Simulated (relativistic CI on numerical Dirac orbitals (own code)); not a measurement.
# One change at a time: Cl16+

Base calculation: Dirac-Coulomb-Breit CI, separate exchange-only KLI orbitals for each configuration, model QED.

Configurations in the expansion: 1s, 2s, 2p, 3s, 3p, 3d, 4s, 4p, 4d, 4f, 5s, 5p, 5d, 5f, 5g, 6s, 6p, 6d. Levels of other configurations are missing.

Variants: (1) QED terms removed; (2) non-relativistic limit. Shifts of the energy above 1s 2S_1/2, in eV, for the lowest level and the first level of each name with at least 55 % of one term (blank where a level changes its place among those of its configuration and J or its character, or is not in the variant):

| Level | Base | Δ(1) | Δ(2) |
| --- | --- | --- | --- |
| 1s 2S_1/2 | 0.00 | 0.00 | 0.00 |
| 2p 2P°_1/2 | 2958.53 | +0.93 | -9.55 |
| 2s 2S_1/2 | 2958.66 | +0.80 | -9.68 |
| 2p 2P°_3/2 | 2962.36 | +0.92 | -13.37 |
| 3p 2P°_1/2 | 3507.71 | +0.93 | -12.62 |
| 3s 2S_1/2 | 3507.75 | +0.89 | -12.66 |
| 3d 2D_3/2 | 3508.84 | +0.93 | -13.75 |
| 3p 2P°_3/2 | 3508.85 | +0.93 | -13.76 |
| 3d 2D_5/2 | 3509.22 | +0.93 | -14.13 |
| 4p 2P°_1/2 | 3699.77 | +0.93 | -13.54 |
| 4s 2S_1/2 | 3699.79 | +0.91 | -13.56 |
| 4d 2D_3/2 | 3700.25 | +0.93 | -14.02 |
| 4p 2P°_3/2 | 3700.25 | +0.93 | -14.02 |
| 4f 2F°_5/2 | 3700.41 | +0.93 | -14.18 |
| 4d 2D_5/2 | 3700.41 | +0.93 | -14.18 |
| 4f 2F°_7/2 | 3700.48 | +0.93 | -14.26 |
| 5p 2P°_1/2 | 3788.60 | +0.93 | -13.90 |
| 5s 2S_1/2 | 3788.61 | +0.92 | -13.91 |
| 5d 2D_3/2 | 3788.84 | +0.93 | -14.15 |
| 5p 2P°_3/2 | 3788.84 | +0.93 | -14.15 |
| 5f 2F°_5/2 | 3788.92 | +0.93 | -14.23 |
| 5d 2D_5/2 | 3788.92 | +0.93 | -14.23 |
